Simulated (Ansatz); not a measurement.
Cost and result for the atomization energy of C3H7AlO2 (13 atoms, 14 bonds).

| atom | x (Å) | y (Å) | z (Å) |
| --- | --- | --- | --- |
| C1 | 1.102 | 1.256 | -0.076 |
| C2 | -0.139 | 0.443 | -0.184 |
| Al3 | -0.555 | -1.402 | -0.671 |
| O4 | 0.672 | -2.521 | -1.027 |
| C5 | -1.199 | 0.645 | 0.803 |
| O6 | -0.386 | -0.512 | 1.065 |
| H7 | 1.989 | 0.688 | -0.364 |
| H8 | 1.016 | 2.095 | -0.775 |
| H9 | 1.251 | 1.665 | 0.929 |
| H10 | -2.051 | -1.807 | -0.959 |
| H11 | 1.603 | -2.386 | -0.869 |
| H12 | -2.237 | 0.424 | 0.562 |
| H13 | -1.066 | 1.409 | 1.566 |

Total charge 0; spin multiplicity 1. The bonds changed during the relaxation, so this is another structure than the one it started from. The geometry is a stationary point of PBE0-D4/def2-TZVP. It is one conformer, not always the lowest. Program: Ansatz. All runs use 4 threads of an Arm Neoverse V2 on a shared host. Times are those of one run each, without the atoms' runs, and a repeat can differ threefold. Electronic energies, without spin–orbit coupling; frozen cores. CCSD(T)/CBS adds CCSD(T) − MP2 in def2-TZVPP to the MP2 limit, and its time is that of the two runs behind it. T1 = 0.013. B3LYP takes the VWN-RPA correlation (the form of Gaussian; ORCA's B3LYP/G).

CCSD(T)/CBS is a level of theory with its own doubt, some kJ/mol a heavy atom from the limit and from the frozen cores, so smaller differences don't rank the functionals.

```csv
level,functions,wall time,atomization (kJ/mol),difference from CCSD(T)/CBS,per bond
PBE-D4/def2-TZVPP (with forces),295,3.5 s,5154.9,102.6,7.3
PBE0-D4/def2-TZVPP,295,4 s,5044.1,-8.2,-0.6
r2SCAN-D4/def2-TZVPP (with forces),295,6.5 s,5068.0,15.7,1.1
B3LYP-D4/def2-TZVPP (with forces),295,6.5 s,5020.9,-31.4,-2.2
B2PLYP/def2-TZVPP,295,8 s,4985.5,-66.8,-4.8
ωB97X-V/def2-TZVPP,295,10 s,5052.6,0.3,0.0
ωB97M-V/def2-TZVPP (with forces),295,14 s,5057.1,4.8,0.3
MP2/def2-QZVPP,565,28 s,5114.3,62.0,4.4
CCSD(T)/def2-TZVPP,295,13 min,4918.1,-134.2,-9.6
CCSD(T)/CBS(def2),–,14 min,5052.3,0.0,0.0
```

In def2-TZVPP, CCSD(T) changes the Hartree–Fock value by +1320.6 kJ/mol (the triples alone add +85.2 kJ/mol) and MP2 by +1437.0 kJ/mol; breaking electron pairs costs correlation energy, which Hartree–Fock lacks. The D4 term adds +41.6 kJ/mol with B3LYP and +22.0 kJ/mol with PBE0; it sums over pairs of atoms, weighted by their polarisabilities, and B3LYP, whose exchange is more repulsive, gets the larger term. From PBE to PBE0 (25 % exact exchange), in def2-TZVPP and without D4, the atomization energy moves by −106.8 kJ/mol: exact exchange takes away binding that semilocal exchange gives to molecules.
